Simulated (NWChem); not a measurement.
# C$_{2}$H$_{5}$FOSi; SMILES C(=C)O[SiH2]F

```xyz
10

C      0.3424    -2.6833     0.1370
C      0.1000    -1.4780    -0.3721
O     -0.3513    -0.4421     0.3794
Si    -0.4977     1.1461    -0.0707
F      0.9256     1.9004     0.0840
H      0.1978    -2.8857     1.2003
H      0.6915    -3.4849    -0.5145
H      0.2431    -1.2634    -1.4405
H     -0.8812     1.2271    -1.5045
H     -1.4577     1.7625     0.8684
```
Atoms are numbered in this order, from 1.

All runs: NWChem. Pople sets run with spherical d functions. The geometry was optimised at PBE0/def2-SVP. Total energies compare along this basis series because the functional is fixed.

```json
[
 {"level": "B3LYP/STO-3G", "basis functions": "34", "energy (Ha)": "-536.9631", "highest occupied level (eV)": "-3.65", "orbital gap (eV)": "7.66", "dipole (D)": "1.51"},
 {"level": "B3LYP/3-21G", "basis functions": "59", "energy (Ha)": "-540.9215", "highest occupied level (eV)": "-6.53", "orbital gap (eV)": "7.27", "dipole (D)": "1.59"},
 {"level": "B3LYP/6-31G*", "basis functions": "84", "energy (Ha)": "-543.8376", "highest occupied level (eV)": "-6.59", "orbital gap (eV)": "7.15", "dipole (D)": "1.40"},
 {"level": "B3LYP/6-31+G*", "basis functions": "104", "energy (Ha)": "-543.8567", "highest occupied level (eV)": "-6.91", "orbital gap (eV)": "6.72", "dipole (D)": "1.58"},
 {"level": "B3LYP/6-311G**", "basis functions": "128", "energy (Ha)": "-543.9471", "highest occupied level (eV)": "-6.86", "orbital gap (eV)": "7.01", "dipole (D)": "1.56"},
 {"level": "B3LYP/6-311++G**", "basis functions": "153", "energy (Ha)": "-543.9550", "highest occupied level (eV)": "-6.99", "orbital gap (eV)": "6.71", "dipole (D)": "1.64"}
]
```
